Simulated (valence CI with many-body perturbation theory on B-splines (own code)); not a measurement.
The numbers below are computed, except where a source is named.
**Hyperfine factors and g values of Ag¹⁵⁺**

Level of theory: relativistic CI+MBPT: four valence electrons over a frozen Dirac-Fock core [Ar] 3d10, radial functions for each j: 11 s, 11 p, 9 d, 7 f, 5 g, 2 h, 1 i, with the one-electron correlation potential Σ1, the two-electron term Σ2, the three-electron term Σ3, Breit, model QED; selected CI, second order for the rest (own B-spline code, finite nucleus).

No measured spectrum was set against this ion. As an estimate, levels hold to about 250 cm⁻¹ or 0.2 % of their energy and the worst to 1 %, as in measured heavy ions of charge 2 to 7; those with d or f electrons hold less well.

A/g_I is the dipole constant over the nuclear g factor μ/I (μ in nuclear magnetons, uniformly magnetised nucleus), B/Q the quadrupole constant per barn. Both hold the static response of the core; the bare values leave it out. Large factors of s and p1/2 electrons are usually good to 5 to 10 %; those of open d and f shells near neutrality can be off by tens of per cent, and small factors of p3/2, d and f electrons come from cancelling terms and can be off by a factor of two or in sign, in half-filled shells by more. B is blank for J = 1/2, where it vanishes, and for nearly pure S terms. Energies count from the lowest level. Levels with J = 0 are left out.

Names give the largest LS component (configuration and term), which can be under half, so a name can repeat, a term be missing and a line seem to break the LS rules; names also repeat where a configuration has a term twice.

| Level | E (cm⁻¹) | g | A/g_I (MHz) | A/g_I bare | B/Q (MHz/b) | B/Q bare |
| --- | --- | --- | --- | --- | --- | --- |
| 4s2.4p2 3P_1 | 43364 | 1.500 | -1610 | -1660 | 6960 | 6510 |
| 4s2.4p2 3P_2 | 57415 | 1.275 | 15600 | 14700 | 4150 | 3880 |
| 4s2.4p2 1D_2 | 112610 | 1.224 | 8560 | 8030 | 9660 | 9050 |
| 4s.4p3 5S°_2 | 310090 | 1.915 | 39700 | 37500 | 2110 | 1960 |
| 4s.4p3 3D°_1 | 369800 | 0.739 | -21700 | -20500 | 11700 | 11000 |
| 4s.4p3 3D°_2 | 377020 | 1.295 | 28300 | 26700 | 16900 | 15800 |
| 4s.4p3 3D°_3 | 393830 | 1.333 | 36300 | 34300 | -955 | -873 |
| 4s.4p3 3P°_1 | 432650 | 1.328 | 41100 | 38900 | -12300 | -11500 |
| 4s.4p3 3P°_2 | 438510 | 1.283 | 15800 | 14900 | -15100 | -14100 |
| 4s.4p3 3S°_1 | 483760 | 1.595 | -1440 | -1400 | 608 | 568 |
| 4s.4p3 1D°_2 | 485180 | 1.167 | 29500 | 27900 | -5990 | -5640 |
| 4s.4p3 1P°_1 | 546380 | 1.333 | -16000 | -15200 | -337 | -300 |
| 4s2.4p.4d 3F°_2 | 549760 | 0.702 | 12500 | 11900 | 8030 | 7470 |
| 4s2.4p.4d 3F°_3 | 572580 | 1.093 | 7720 | 7360 | 7840 | 7280 |
| 4s2.4p.4d 3P°_2 | 596610 | 1.257 | -1170 | -1020 | 622 | 535 |
| 4s2.4p.4d 3D°_1 | 607280 | 0.850 | -8190 | -7630 | 1710 | 1580 |
| 4s2.4p.4d 3F°_4 | 611320 | 1.250 | 3600 | 3420 | 16700 | 15600 |
| 4s2.4p.4d 1D°_2 | 637440 | 1.081 | 2650 | 2470 | -1760 | -1680 |
| 4s2.4p.4d 3P°_1 | 651200 | 1.177 | 4600 | 4420 | -6950 | -6480 |
| 4s2.4p.4d 3D°_3 | 652510 | 1.286 | 5880 | 5570 | -3900 | -3650 |
| 4s2.4p.4d 3D°_2 | 657980 | 1.297 | 6020 | 5750 | -9370 | -8760 |
| 4s2.4p.4d 1F°_3 | 697370 | 1.036 | 4900 | 4670 | 13700 | 12700 |
| 4s2.4p.4d 1P°_1 | 707380 | 0.973 | -2230 | -1980 | 2120 | 1960 |
| 4p4 3P_2 | 737930 | 1.371 | 8220 | 7830 | 1570 | 1470 |
| 4p4 3P_1 | 788460 | 1.486 | 977 | 1020 | -5220 | -4890 |
| 4p4 1D_2 | 797430 | 1.127 | 16100 | 15200 | -16500 | -15400 |
| 4s.4p2.4d 5F_1 | 808950 | 0.156 | -29000 | -27300 | 176 | 139 |
| 4s.4p2.4d 5F_2 | 815520 | 1.104 | 10900 | 10400 | 4430 | 4110 |
| 4s.4p2.4d 5F_3 | 828010 | 1.329 | 16700 | 15800 | 7350 | 6810 |
| 4s.4p2.4d 5F_4 | 849760 | 1.371 | 16700 | 15800 | 8700 | 8050 |
| 4s.4p2.4d 5D_1 | 850580 | 1.392 | 22200 | 21000 | -7850 | -7310 |
| 4s.4p2.4d 5D_2 | 852350 | 1.319 | 19100 | 18100 | -9120 | -8510 |
| 4s.4p2.4d 5D_3 | 855710 | 1.341 | 23000 | 21800 | -8600 | -8040 |
| 4s.4p2.4d 5D_4 | 866650 | 1.389 | 23900 | 22600 | 2460 | 2280 |

Task: Take the isotope of mass number 107, with I = 1/2, μ = -0.11352 μN. What is the hyperfine structure of 4s2.4p2 1D_2?

Result: From the table A = -1940 MHz. Shifts from the centre of gravity in MHz: F = 3/2: 2910, F = 5/2: -1940.
